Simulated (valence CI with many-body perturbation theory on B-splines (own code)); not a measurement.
## Forbidden lines of Pm⁵⁵⁺

Level of theory: relativistic CI+MBPT: four valence electrons over a frozen Dirac-Fock core [He], radial functions for each j: 11 s, 11 p, 10 d, 8 f, 5 g, 2 h, with the one-electron correlation potential Σ1, the two-electron term Σ2, the three-electron term Σ3, Breit, model QED; selected CI, second order for the rest, scaled by the run's own slope (own B-spline code, finite nucleus).

The last digits are not significant, and no measured levels were compared; by estimate large intervals hold to a few tenths of a per cent, small ones and those within an open d or f shell to about a per cent. Among the levels kept, up to 900 cm⁻¹ of a level comes from second order outside the variational space, and about a tenth of that is noise between levels of different J, which matters for small intervals.

Lines 1 to 50 of 80 in falling wavelength, among levels below 8646.3 eV, chosen from the decays that carry over 1 % of a level's rate. Wavelengths and rates use the calculated energies. Electric multipoles are in the length gauge with retardation, E1 and E2 with the static RPA response of the core. M1 uses the relativistic operator with retardation. S is in atomic units (e²a₀⁴ for E2 and M2, e²a₀⁶ for E3), for M1 in squared Bohr magnetons. Weak lines are less certain than strong ones. Lines between different terms over intervals too small for the method are left out, as are lines whose strength nearly cancels.

Levels are named by their leading jj configuration (3d3/2^4 stands for four electrons in 3d with j = 3/2), which in mixed levels can hold well under half, so a name can repeat and another be missing. Letters in brackets count levels of one name in rising energy.

```tsv
λ vac (Å)	Upper	Lower	Type	A (s⁻¹)	S (a.u.)
21.35	(2s^2 2p1/2 2p3/2) J=1	(2s^2 2p1/2^2) J=0	M1	1.25e+09	1.36e+00
20.87	(2s^2 2p3/2 3d5/2) J=4	(2s^2 2p1/2 3d5/2) J=3	M1	1.00e+09	3.04e+00
20.79	(2s^2 2p3/2^2) J=2	(2s^2 2p1/2 2p3/2) J=2	M1	1.01e+09	1.68e+00
20.75	(2s^2 2p1/2 2p3/2) J=2	(2s^2 2p1/2^2) J=0	E2	2.85e+06	4.90e-05
20.22	(2s^2 2p3/2^2) J=2	(2s^2 2p1/2 2p3/2) J=1	M1	1.01e+09	1.55e+00
18.75	(2s^2 2p3/2^2) J=0	(2s^2 2p1/2 2p3/2) J=1	M1	2.42e+09	5.91e-01
2.218	(2s^2 2p3/2 3d5/2) J=4	(2s 2p3/2^3) J=2	E2	7.80e+08	3.36e-07
2.032	(2s^2 2p3/2 3p1/2) J=2	(2s^2 2p3/2^2) J=0	E2	1.62e+11	2.51e-05
2.026	(2s^2 2p1/2 3p1/2) J=1	(2s^2 2p1/2 2p3/2) J=2	E2	4.48e+11	4.10e-05
2.026	(2s 2p1/2^2 3p1/2) J=0	(2s 2p1/2^2 2p3/2) J=2	E2	8.74e+11	2.66e-05
2.021	(2s^2 2p1/2 3p1/2) J=1	(2s^2 2p1/2 2p3/2) J=1	E2	4.43e+11	4.00e-05
2.019	(2s^2 2p3/2 3d5/2) J=4	(2s 2p1/2 2p3/2^2) J=2 [b]	E2	9.58e+08	2.58e-07
2.017	(2s^2 2p3/2 3p1/2) J=1	(2s^2 2p3/2^2) J=2	E2	4.59e+11	4.11e-05
2.016	(2s^2 2p3/2 3p1/2) J=2	(2s^2 2p3/2^2) J=2	E2	6.17e+11	9.17e-05
2.015	(2s^2 2p1/2 3p1/2) J=0	(2s^2 2p1/2 2p3/2) J=2	E2	8.62e+11	2.55e-05
2.007	(2s 2p3/2^2 3p1/2) J=0	(2s 2p3/2^3) J=2	E2	4.88e+11	1.42e-05
1.997	(2s 2p1/2 2p3/2 3p3/2) J=4	(2s 2p1/2 2p3/2^2) J=2 [b]	E2	2.71e+10	6.90e-06
1.995	(2s^2 2p3/2 3d5/2) J=4	(2s 2p1/2 2p3/2^2) J=3	E2	5.10e+09	1.29e-06
1.984	(2s 2p3/2^2 3p3/2) J=4	(2s 2p3/2^3) J=2	E2	1.47e+11	3.62e-05
1.974	(2s 2p1/2 2p3/2 3p3/2) J=4	(2s 2p1/2 2p3/2^2) J=3	E2	2.58e+11	6.22e-05
1.973	(2s 2p1/2 2p3/2 3p3/2) J=0 [b]	(2s 2p1/2 2p3/2^2) J=2 [b]	E2	4.59e+11	1.22e-05
1.971	(2s^2 2p3/2 3p3/2) J=2	(2s^2 2p3/2^2) J=0	E2	1.65e+11	2.19e-05
1.970	(2s 2p1/2 2p3/2 3p3/2) J=1 [d]	(2s 2p1/2 2p3/2^2) J=2 [b]	E2	2.64e+11	2.10e-05
1.967	(2s 2p1/2 2p3/2 3p3/2) J=1 [d]	(2s 2p1/2 2p3/2^2) J=1 [a]	E2	2.21e+11	1.75e-05
1.966	(2s 2p1/2^2 3p3/2) J=2	(2s 2p1/2^2 2p3/2) J=2	E2	3.03e+11	3.97e-05
1.965	(2s^2 2p1/2 3p3/2) J=2	(2s^2 2p1/2 2p3/2) J=2	E2	3.02e+11	3.96e-05
1.964	(2s^2 2p1/2 3p3/2) J=1	(2s^2 2p1/2 2p3/2) J=2	E2	2.11e+11	1.65e-05
1.964	(2s^2 2p3/2 3p3/2) J=3	(2s^2 2p3/2^2) J=2	E2	3.28e+11	5.99e-05
1.961	(2s 2p1/2 2p3/2 3p3/2) J=4	(2s 2p1/2 2p3/2^2) J=2 [a]	E2	1.67e+10	3.90e-06
1.960	(2s^2 2p1/2 3p3/2) J=2	(2s^2 2p1/2 2p3/2) J=1	E2	1.34e+11	1.73e-05
1.959	(2s^2 2p1/2 3p3/2) J=1	(2s^2 2p1/2 2p3/2) J=1	E2	2.01e+11	1.55e-05
1.949	(2s^2 2p3/2 3p3/2) J=0	(2s^2 2p3/2^2) J=2	E2	8.57e+11	2.16e-05
1.948	(2s 2p1/2 2p3/2 3p3/2) J=1 [d]	(2s 2p1/2 2p3/2^2) J=3	E2	1.69e+11	1.27e-05
1.940	(2s 2p1/2 2p3/2 3d5/2) J=5	(2s 2p1/2 2p3/2^2) J=3	M2	1.61e+10	4.34e-06
1.940	(2s 2p1/2 2p3/2 3d5/2) J=5	(2s 2p1/2 2p3/2^2) J=3	E3	8.16e+08	2.96e-06
1.938	(2s 2p1/2 2p3/2 3p3/2) J=0 [b]	(2s 2p1/2 2p3/2^2) J=2 [a]	E2	1.25e+11	3.06e-06
1.931	(2s^2 2p3/2 3d5/2) J=4	(2s^2 2p3/2^2) J=2	M2	1.54e+10	3.32e-06
1.931	(2s^2 2p3/2 3d5/2) J=4	(2s^2 2p3/2^2) J=2	E3	1.10e+09	3.14e-06
1.820	(2s^2 2p3/2 3d5/2) J=4	(2s 2p1/2^2 2p3/2) J=2	E2	5.33e+09	8.55e-07
1.804	(2s 2p3/2^2 3p3/2) J=4	(2s 2p1/2 2p3/2^2) J=3	E2	2.11e+11	3.24e-05
1.802	(2s 2p1/2 2p3/2 3p3/2) J=4	(2s 2p1/2^2 2p3/2) J=2	E2	4.71e+11	7.20e-05
1.800	(2s 2p3/2^2 3p3/2) J=0	(2s 2p1/2 2p3/2^2) J=2 [b]	E2	4.12e+11	6.95e-06
1.798	(2s 2p1/2 2p3/2 3p3/2) J=1 [d]	(2s 2p1/2^2 2p3/2) J=1	E2	3.22e+11	1.62e-05
1.796	(2s 2p3/2^2 3p3/2) J=2 [b]	(2s 2p1/2 2p3/2^2) J=2 [b]	E2	2.25e+11	1.87e-05
1.795	(2s^2 2p1/2 3p3/2) J=2	(2s^2 2p1/2^2) J=0	E2	4.17e+11	3.47e-05
1.794	(2s^2 2p3/2 3p3/2) J=3	(2s^2 2p1/2 2p3/2) J=2	E2	2.15e+11	2.50e-05
1.794	(2s 2p3/2^2 3p3/2) J=4	(2s 2p1/2 2p3/2^2) J=2 [a]	E2	3.67e+11	5.47e-05
1.790	(2s^2 2p3/2 3p3/2) J=3	(2s^2 2p1/2 2p3/2) J=1	E2	3.01e+11	3.46e-05
1.788	(2s^2 2p3/2 3p3/2) J=2	(2s^2 2p1/2 2p3/2) J=2	E2	3.15e+11	2.57e-05
1.782	(2s^2 2p3/2 3p3/2) J=0	(2s^2 2p1/2 2p3/2) J=2	E2	4.65e+11	7.47e-06
```
